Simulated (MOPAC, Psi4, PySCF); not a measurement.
Approach curve of the dimer H4Si ··· F4Si (SMILES [SiH4] and F[Si](F)(F)F). Monomers: optimised at B3LYP-D3(BJ) (def2-TZVP), held rigid. Orientation: a random orientation, not optimised. Only R, the distance of the centres of mass, is varied, so the lowest point isn't the relaxed dimer.

Geometry at R = 4.70 Å (first 5 atoms: monomer A):
```
10

Si     0.0000     0.0000     0.0000
H      0.5362     1.1248    -0.7991
H     -0.6852    -0.9591    -0.8956
H      1.1122    -0.6842     0.6974
H     -0.9632     0.5184     0.9974
F      1.7830     0.3891    -4.7617
Si     2.4089    -0.8005    -3.9556
F      1.4315    -1.2259    -2.8068
F      3.7766    -0.3501    -3.3368
F      2.6440    -2.0156    -4.9171
```

- AM1, restricted, heats of formation (MOPAC)
- RKS-M06-2X/6-31G* = restricted M06-2X/6-31G*, spherical d, no counterpoise correction run with PySCF
- RKS-B3LYP/3-21G = restricted B3LYP/3-21G, no counterpoise correction run with PySCF
- SAPT0/jun-cc-pVDZ, frozen core (Psi4)

Interaction energies in kJ/mol; the last columns give the difference from SAPT0:

```json
[
 {"R / Å": "4.09", "AM1": "20.38", "RKS-M06-2X/6-31G*": "1.49", "RKS-B3LYP/3-21G": "-9.46", "SAPT0/jun-cc-pVDZ": "12.07", "AM1 − SAPT0/jun-cc-pVDZ": "8.31", "RKS-M06-2X/6-31G* − SAPT0/jun-cc-pVDZ": "-10.58", "RKS-B3LYP/3-21G − SAPT0/jun-cc-pVDZ": "-21.53"},
 {"R / Å": "4.27", "AM1": "19.71", "RKS-M06-2X/6-31G*": "-3.48", "RKS-B3LYP/3-21G": "-14.40", "SAPT0/jun-cc-pVDZ": "4.85", "AM1 − SAPT0/jun-cc-pVDZ": "14.86", "RKS-M06-2X/6-31G* − SAPT0/jun-cc-pVDZ": "-8.33", "RKS-B3LYP/3-21G − SAPT0/jun-cc-pVDZ": "-19.25"},
 {"R / Å": "4.47", "AM1": "15.97", "RKS-M06-2X/6-31G*": "-5.25", "RKS-B3LYP/3-21G": "-15.21", "SAPT0/jun-cc-pVDZ": "0.96", "AM1 − SAPT0/jun-cc-pVDZ": "15.01", "RKS-M06-2X/6-31G* − SAPT0/jun-cc-pVDZ": "-6.21", "RKS-B3LYP/3-21G − SAPT0/jun-cc-pVDZ": "-16.17"},
 {"R / Å": "4.70", "AM1": "8.55", "RKS-M06-2X/6-31G*": "-5.31", "RKS-B3LYP/3-21G": "-13.06", "SAPT0/jun-cc-pVDZ": "-0.81", "AM1 − SAPT0/jun-cc-pVDZ": "9.36", "RKS-M06-2X/6-31G* − SAPT0/jun-cc-pVDZ": "-4.50", "RKS-B3LYP/3-21G − SAPT0/jun-cc-pVDZ": "-12.25"},
 {"R / Å": "4.87", "AM1": "4.28", "RKS-M06-2X/6-31G*": "-4.91", "RKS-B3LYP/3-21G": "-10.66", "SAPT0/jun-cc-pVDZ": "-1.23", "AM1 − SAPT0/jun-cc-pVDZ": "5.51", "RKS-M06-2X/6-31G* − SAPT0/jun-cc-pVDZ": "-3.68", "RKS-B3LYP/3-21G − SAPT0/jun-cc-pVDZ": "-9.43"},
 {"R / Å": "5.12", "AM1": "1.43", "RKS-M06-2X/6-31G*": "-4.09", "RKS-B3LYP/3-21G": "-7.11", "SAPT0/jun-cc-pVDZ": "-1.28", "AM1 − SAPT0/jun-cc-pVDZ": "2.70", "RKS-M06-2X/6-31G* − SAPT0/jun-cc-pVDZ": "-2.81", "RKS-B3LYP/3-21G − SAPT0/jun-cc-pVDZ": "-5.83"},
 {"R / Å": "5.38", "AM1": "0.64", "RKS-M06-2X/6-31G*": "-3.07", "RKS-B3LYP/3-21G": "-4.15", "SAPT0/jun-cc-pVDZ": "-1.07", "AM1 − SAPT0/jun-cc-pVDZ": "1.72", "RKS-M06-2X/6-31G* − SAPT0/jun-cc-pVDZ": "-2.00", "RKS-B3LYP/3-21G − SAPT0/jun-cc-pVDZ": "-3.08"},
 {"R / Å": "5.70", "AM1": "0.32", "RKS-M06-2X/6-31G*": "-1.88", "RKS-B3LYP/3-21G": "-1.85", "SAPT0/jun-cc-pVDZ": "-0.79", "AM1 − SAPT0/jun-cc-pVDZ": "1.11", "RKS-M06-2X/6-31G* − SAPT0/jun-cc-pVDZ": "-1.10", "RKS-B3LYP/3-21G − SAPT0/jun-cc-pVDZ": "-1.06"},
 {"R / Å": "6.16", "AM1": "0.10", "RKS-M06-2X/6-31G*": "-0.73", "RKS-B3LYP/3-21G": "-0.45", "SAPT0/jun-cc-pVDZ": "-0.47", "AM1 − SAPT0/jun-cc-pVDZ": "0.58", "RKS-M06-2X/6-31G* − SAPT0/jun-cc-pVDZ": "-0.25", "RKS-B3LYP/3-21G − SAPT0/jun-cc-pVDZ": "0.02"},
 {"R / Å": "6.94", "AM1": "-0.02", "RKS-M06-2X/6-31G*": "-0.10", "RKS-B3LYP/3-21G": "-0.02", "SAPT0/jun-cc-pVDZ": "-0.21", "AM1 − SAPT0/jun-cc-pVDZ": "0.19", "RKS-M06-2X/6-31G* − SAPT0/jun-cc-pVDZ": "0.11", "RKS-B3LYP/3-21G − SAPT0/jun-cc-pVDZ": "0.18"},
 {"R / Å": "7.93", "AM1": "-0.04", "RKS-M06-2X/6-31G*": "-0.01", "RKS-B3LYP/3-21G": "0.02", "SAPT0/jun-cc-pVDZ": "-0.08", "AM1 − SAPT0/jun-cc-pVDZ": "0.04", "RKS-M06-2X/6-31G* − SAPT0/jun-cc-pVDZ": "0.08", "RKS-B3LYP/3-21G − SAPT0/jun-cc-pVDZ": "0.10"},
 {"R / Å": "9.23", "AM1": "-0.04", "RKS-M06-2X/6-31G*": "0.00", "RKS-B3LYP/3-21G": "0.03", "SAPT0/jun-cc-pVDZ": "-0.03", "AM1 − SAPT0/jun-cc-pVDZ": "-0.01", "RKS-M06-2X/6-31G* − SAPT0/jun-cc-pVDZ": "0.03", "RKS-B3LYP/3-21G − SAPT0/jun-cc-pVDZ": "0.06"}
]
```

AM1 is furthest from SAPT0/jun-cc-pVDZ at 4.47 (15.01 kJ/mol, above); its mean absolute difference over the points is 4.95 kJ/mol.

RKS-M06-2X/6-31G* is furthest from SAPT0/jun-cc-pVDZ at 4.09 (-10.58 kJ/mol, below); its mean absolute difference over the points is 3.31 kJ/mol.

RKS-B3LYP/3-21G is furthest from SAPT0/jun-cc-pVDZ at 4.09 (-21.53 kJ/mol, below); its mean absolute difference over the points is 7.41 kJ/mol.
